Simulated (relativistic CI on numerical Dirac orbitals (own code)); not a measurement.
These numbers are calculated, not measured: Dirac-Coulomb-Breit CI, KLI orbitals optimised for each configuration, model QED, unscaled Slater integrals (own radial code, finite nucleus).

The strongest absorption lines from the ground level of an ion, among the configurations computed and to levels below about 14800 eV (vacuum wavelength in Å, gf): 0.8756 (0.45), 0.9843 (0.3), 1.0008 (0.69), 1.0016 (1.2), 1.0021 (2), 1.0295 (0.63), 1.1604 (2.2), 5.4545 (0.6).

Question: Which ion is it?
A. Pt LXXII
B. Dy LX
C. Th LXXXIV
D. Hf LXVI

Answer: A. Pt LXXII has 7 electrons and the ground level 2s²2p³ ²P°3/2; the strongest line goes to 2s²2p²3d ²D5/2. The pattern of lines fixes the number of electrons, and along that sequence the line energies rise steadily with the charge (about as its square where n changes within one kind of shell, about linearly where n is kept but much faster in heavy ions where fine structure, which grows about as Z⁴, sets the gap, and irregularly where shells cross), which fixes Z. Configurations outside the model, such as inner-shell arrays, can give stronger lines. At this charge energies of transitions that change n are usually good to better than 1 %, and those within a shell (Δn = 0) to a few per cent.

LS names give the leading component of a level, which can be under half, so a name can repeat, a term be missing and a line seem to break the LS rules.
